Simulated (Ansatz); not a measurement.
Relaxation of C$_{3}$H$_{10}$BNS (16 atoms, charge 0, multiplicity 1), to a largest force component of 0.015 eV/Å in at most 40 steps.

Computed with Ansatz 0.2.0, RKS B3LYP/6-31G.

```xyz
16
Properties=species:S:1:pos:R:3:forces:R:3
B 0.724 -1.202 -1.499 -1.58 0.98 0.74
C 0.240 -0.576 -0.076 2.17 1.62 -2.90
N 1.390 -0.417 0.772 1.06 -0.38 2.89
S -0.824 -1.767 0.693 -3.35 -2.42 0.11
C -0.454 0.788 -0.286 -1.09 1.07 -0.16
C -0.860 1.479 1.048 -0.82 -0.20 0.52
H 1.837 -1.381 -1.750 0.98 -0.43 0.01
H -0.103 -1.339 -2.347 -0.07 -0.15 -0.02
H 1.904 -1.325 0.953 -0.53 1.31 -0.55
H 1.123 -0.037 1.734 0.55 -0.47 -1.50
H -1.898 -1.657 -0.278 0.71 -0.37 1.00
H 0.245 1.497 -0.792 -0.35 -0.64 -0.02
H -1.416 0.699 -0.909 1.49 -0.10 0.54
H -1.617 0.850 1.620 0.87 0.74 -0.59
H 0.029 1.628 1.693 -0.43 0.14 -0.19
H -1.329 2.478 0.852 0.40 -0.70 0.12
```

Task: Where does it end, and by what steps?

Result: The run converged. The force dipped under the threshold on the way, but the program's further checks kept it going. Limits of this set-up: no polarisation functions. After 25 steps the energy has fallen by 2.058 eV; S4 moved furthest, 1.42 Å. Parted: C2–S4. Joined: B1–S4.

| step | energy less start (eV) | largest force component (eV/Å) | accepted |
| --- | --- | --- | --- |
| 0 | 0.0000 | 3.347 | yes |
| 1 | -0.5737 | 2.130 | yes |
| 2 | -0.8858 | 1.502 | yes |
| 3 | -1.1446 | 1.354 | yes |
| 4 | -1.4458 | 1.233 | yes |
| 5 | -1.7344 | 0.753 | yes |
| 6 | -1.9151 | 0.571 | yes |
| 7 | -1.9759 | 0.365 | yes |
| 8 | -2.0226 | 0.365 | yes |
| 9 | -2.0291 | 0.530 | yes |
| 10 | -2.0319 | 0.476 | yes |
| 11 | -1.9905 | 0.714 | no |
| 12 | -2.0158 | 0.758 | no |
| 13 | -2.0522 | 0.037 | yes |
| 14 | -2.0529 | 0.022 | yes |
| 15 | -2.0537 | 0.034 | yes |
| 16 | -2.0543 | 0.036 | yes |
| 17 | -2.0551 | 0.074 | yes |
| 18 | -2.0558 | 0.082 | yes |
| 19 | -2.0562 | 0.092 | yes |
| 20 | -2.0566 | 0.092 | yes |
| 21 | -2.0575 | 0.059 | yes |
| 22 | -2.0579 | 0.025 | yes |
| 23 | -2.0581 | 0.009 | yes |
| 24 | -2.0583 | 0.008 | yes |
| 25 | -2.0583 | 0.005 | yes |

```xyz
16
Properties=species:S:1:pos:R:3
B 0.464 -1.421 -1.189
C 0.456 -0.277 -0.082
N 1.322 -0.331 0.915
S -1.002 -2.613 -0.439
C -0.512 0.879 -0.115
C -0.697 1.695 1.173
H 1.491 -2.057 -1.154
H 0.146 -1.019 -2.277
H 2.001 -1.082 0.930
H 1.308 0.302 1.706
H -2.075 -2.117 -1.151
H -0.166 1.530 -0.934
H -1.473 0.481 -0.455
H -1.049 1.066 1.999
H 0.226 2.203 1.484
H -1.447 2.477 1.015
```

The run took 2.4 min on 1 CPU thread of a shared host.
